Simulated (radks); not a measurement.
The nuclear charge of neutral platinum is varied continuously with 78 electrons held in [Xe] 4f14 5d9 6s1. Calculated with a radial shooting solver on a logarithmic mesh with Libxc functionals: Dirac Kohn-Sham, PBE, spin-unpolarised, spherical densities, finite nucleus; open shells are shared between the two j in proportion to 2j + 1; Fermi nuclear charge, rms radius 5.427 fm. By the Hellmann-Feynman theorem dE/dZ = E(electron-nucleus)/Z, the electronic potential at the nucleus (averaged over a nucleus of fixed radius).

| Z | E (hartree) | E(electron-nucleus)/Z (hartree) | HOMO | e(HOMO) (eV) | <r> HOMO (bohr) |
|---|---|---|---|---|---|
| 77.8 | -18324.2473 | -591.945 | 5d5/2 | -3.726 | 1.787 |
| 78 | -18442.8799 | -594.381 | 5d5/2 | -5.650 | 1.738 |
| 78.2 | -18561.9998 | -596.819 | 6s1/2 | -7.247 | 2.847 |
| 78.4 | -18681.6075 | -599.258 | 6s1/2 | -8.908 | 2.769 |
| 78.6 | -18801.7034 | -601.701 | 6s1/2 | -10.647 | 2.698 |
| 78.8 | -18922.2880 | -604.146 | 6s1/2 | -12.460 | 2.633 |
| 79 | -19043.3620 | -606.595 | 6s1/2 | -14.345 | 2.573 |

The central difference of E at Z = 78 is -594.381 hartree, to compare with the third column; the second derivative is -12.2 hartree.
